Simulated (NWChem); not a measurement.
Molecule: CH₃F₃OSi; SMILES OC[Si](F)(F)F

```xyz
9

O      0.1804     2.3100    -0.0212
C     -0.7985     1.3042    -0.1423
Si    -0.0324    -0.3879    -0.0251
F      0.7962    -0.8144    -1.3275
F     -1.1145    -1.5402     0.2472
F      0.9988    -0.3785     1.2093
H      0.5966     2.2272     0.8443
H     -1.6184     1.3986     0.5988
H     -1.2755     1.4219    -1.1290
```
Atoms are numbered in this order, from 1.

All runs: NWChem. The geometry was optimised at PBE0/def2-SVP. B3LYP is NWChem's, with the RPA form of VWN correlation. Atomic charges in e: unrestrained fits to the electrostatic potential beside Mulliken populations; buried atoms are poorly determined by the fit.

**Question.** Predict the results for B3LYP/def2-SVP. Quantities: ESP O1; Mulliken O1; ESP C2; Mulliken C2; ESP Si3; Mulliken Si3; ESP F4; Mulliken F4; ESP F5; Mulliken F5; relative RMS misfit of the potential (%).

**Answer.** 
```
Item                                      Value
----------------------------------------  -----
ESP O1                                    -0.54
Mulliken O1                               -0.31
ESP C2                                     0.03
Mulliken C2                               -0.04
ESP Si3                                    0.98
Mulliken Si3                               1.04
ESP F4                                    -0.31
Mulliken F4                               -0.31
ESP F5                                    -0.33
Mulliken F5                               -0.32
relative RMS misfit of the potential (%)     21
```
